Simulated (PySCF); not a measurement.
Isomers of C6H13PSi, mass 144.052 u with the commonest isotopes. Method: PBE0/pcSseg-1 in PySCF (dipole) on a GFN2-xTB geometry, gas phase. One conformer each, none proved a minimum here; rigid rotors.

Task: Order these by dipole moment, largest first.
A. `[CH3:1]/[C:2]([SiH3:3])=[P:4]/[CH:5]1[CH2:6][CH2:7][CH2:8]1` with C2–P4–C5–C6 175°, P4–C5–C6–C7 -130°, C5–C6–C7–C8 10°, C6–C7–C8–C5 -10°, P4–C5–C8–C7 128°
B. `[CH3:1][CH2:2][CH2:3][CH2:4][P:5]1[CH:6]=[C:7]1[SiH3:8]` with C1–C2–C3–C4 177°, C2–C3–C4–P5 -63°, C3–C4–P5–C6 -48°
C. `[SiH3:1]/[CH:2]=[P:3]/[CH:4]1[CH2:5][CH2:6][CH2:7][CH2:8]1` with C2–P3–C4–C5 -66°, P3–C4–C5–C6 152°, C4–C5–C6–C7 -40°, C5–C6–C7–C8 40°, C6–C7–C8–C4 -24°
D. `[CH3:1][CH:2]([CH3:3])[C:4]#[C:5][Si@H:6]([CH3:7])[PH2:8]` with C5–Si6–P8–H -48° and 45°
E. `[CH3:1][C:2]#[C:3][P:4]([CH3:5])[SiH:6]([CH3:7])[CH3:8]` with C3–P4–Si6–C7 68°

Result: D (2.26 D), C (1.90 D), B (1.42 D), E (1.21 D), A (0.83 D).

Task: Order these by radius of gyration √(Σ m r²/M), smallest first.
A. `[CH3:1][CH2:2][CH2:3][CH2:4][P:5]1[CH:6]=[C:7]1[SiH3:8]` with C1–C2–C3–C4 177°, C2–C3–C4–P5 -63°, C3–C4–P5–C6 -48°
B. `[CH3:1]/[C:2]([SiH3:3])=[P:4]/[CH:5]1[CH2:6][CH2:7][CH2:8]1` with C2–P4–C5–C6 175°, P4–C5–C6–C7 -130°, C5–C6–C7–C8 10°, C6–C7–C8–C5 -10°, P4–C5–C8–C7 128°
C. `[CH3:1][CH2:2][CH2:3][C:4]#[C:5][Si@@H:6]([CH3:7])[PH2:8]` with C1–C2–C3–C4 65°, C5–Si6–P8–H -45° and 48°
D. `[CH3:1][CH2:2][P:3]1[CH2:4][CH2:5][CH:6]=[C:7]1[SiH3:8]` with C1–C2–P3–C4 48°
E. `[CH3:1][CH:2]([CH3:3])[C:4]#[C:5][Si@H:6]([CH3:7])[PH2:8]` with C5–Si6–P8–H -48° and 45°
F. `[CH3:1][C:2]#[C:3][P:4]([CH3:5])[SiH:6]([CH3:7])[CH3:8]` with C3–P4–Si6–C7 68°

Result: D (2.064 Å), B (2.285 Å), F (2.406 Å), A (2.564 Å), C (2.697 Å), E (2.725 Å).

Task: Order these by rotational constant A, largest first.
A. `[CH3:1][CH2:2][P:3]1[CH2:4][CH2:5][CH:6]=[C:7]1[SiH3:8]` with C1–C2–P3–C4 48°
B. `[CH3:1]/[C:2]([SiH3:3])=[P:4]/[CH:5]1[CH2:6][CH2:7][CH2:8]1` with C2–P4–C5–C6 175°, P4–C5–C6–C7 -130°, C5–C6–C7–C8 10°, C6–C7–C8–C5 -10°, P4–C5–C8–C7 128°
C. `[SiH3:1]/[CH:2]=[P:3]/[CH:4]1[CH2:5][CH2:6][CH2:7][CH2:8]1` with C2–P3–C4–C5 -66°, P3–C4–C5–C6 152°, C4–C5–C6–C7 -40°, C5–C6–C7–C8 40°, C6–C7–C8–C4 -24°
D. `[CH3:1][C:2]#[C:3][P:4]([CH3:5])[SiH:6]([CH3:7])[CH3:8]` with C3–P4–Si6–C7 68°
E. `[CH3:1][CH2:2][CH2:3][CH2:4][P:5]1[CH:6]=[C:7]1[SiH3:8]` with C1–C2–C3–C4 177°, C2–C3–C4–P5 -63°, C3–C4–P5–C6 -48°
F. `[CH3:1][CH2:2][CH2:3][C:4]#[C:5][Si@@H:6]([CH3:7])[PH2:8]` with C1–C2–C3–C4 65°, C5–Si6–P8–H -45° and 48°
G. `[CH3:1][CH:2]([CH3:3])[C:4]#[C:5][Si@H:6]([CH3:7])[PH2:8]` with C5–Si6–P8–H -48° and 45°

Result: E (3252 MHz), C (2839 MHz), B (2451 MHz), G (2191 MHz), F (2037 MHz), D (1988 MHz), A (1764 MHz).

```csv
SMILES,point group,Ia (u·Å²),Ib (u·Å²),Ic (u·Å²),κ,μa (D),μb (D),μc (D)
CCCCP1C=C1[SiH3],C1,155.40,862.40,876.20,-0.99,0.12,1.30,0.55
CC#CP(C)[SiH](C)C,C1,254.22,618.70,794.88,-0.73,0.38,0.41,1.07
[SiH3]/C=P/C1CCCC1,C1,178.02,728.11,772.45,-0.96,1.76,0.70,0.05
CC(C)C#C[Si@H](C)P,C1,230.70,881.03,1027.35,-0.90,2.19,0.41,0.34
C/C([SiH3])=P/C1CCC1,C1,206.21,576.14,721.48,-0.80,0.19,0.80,0.04
CCP1CCC=C1[SiH3],C1,286.53,422.71,518.36,-0.44,1.14,0.53,1.50
CCCC#C[Si@@H](C)P,C1,248.10,841.43,1005.74,-0.87,2.03,0.65,0.47
```
